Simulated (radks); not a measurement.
The mean radii <r> (bohr) of the occupied orbitals of an atom or ion are listed with their occupations. All-electron calculation, scalar-relativistic Kohn-Sham, PBE, spin-polarised, spherical densities, point nucleus. Program: a radial shooting solver on a logarithmic mesh with Libxc functionals.

| orbital | occ. | <r> |
|---|---|---|
| 1s up | 1 | 0.03916 |
| 1s down | 1 | 0.03916 |
| 2s up | 1 | 0.1723 |
| 2s down | 1 | 0.1721 |
| 2p up | 3 | 0.1503 |
| 2p down | 3 | 0.1500 |
| 3s up | 1 | 0.4753 |
| 3s down | 1 | 0.4767 |
| 3p up | 3 | 0.4755 |
| 3p down | 3 | 0.4774 |
| 3d up | 5 | 0.4536 |
| 3d down | 2 | 0.4569 |
| 4s up | 1 | 1.075 |
| 4s down | 1 | 1.081 |

Name the element and its charge. Open shells, if any, are filled with parallel spins first.

Answer. Z = 38, strontium, charge +11: Sr11+ in [Ar] 3d7 4s2. The 1s radius gives Z: for a bare nucleus <r> = (2 gamma + 1)/(2Z) with gamma = sqrt(1 - (Z/c)^2), 0.03844 bohr for Z = 38, and screening makes it slightly larger (0.03916 here). The occupations add up to 27, and the charge is Z minus that.
